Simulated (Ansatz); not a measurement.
System: Bi₂, charge 0, multiplicity 1. 
Structure (B3LYP-D3(BJ)/def2-TZVP (Ansatz, a quantum-chemistry and plane-wave program) minimum search):
SMILES: [Bi]#[Bi]
```xyz
2

Bi     0.0000     0.0000    -1.3195
Bi     0.0000     0.0000     1.3195
```

Parts of the frozen-core correlation energy in def2-SVP (Ansatz, hartree). Frozen orbitals: 18; correlated occupied orbitals by spin: 5 and 5; virtual: 29 and 29. Spin-orbit coupling is left out. In def2 rows, elements after Kr have scalar-relativistic effective core potentials. The restricted reference is unstable.

```csv
term,value
reference (HF),-427.14060
MP2 opposite-spin,___
MP2 same-spin,-0.04882
CCSD correlation,___
(T),___
CCSDT minus CCSD(T),-0.00034
T1 diagnostic,0.017
largest doubles amplitude,0.182
```

Task: Some entries are withheld; supply them.

Result: 
- MP2 opposite-spin, value: -0.12794
- CCSD correlation, value: -0.18147
- (T), value: -0.01183
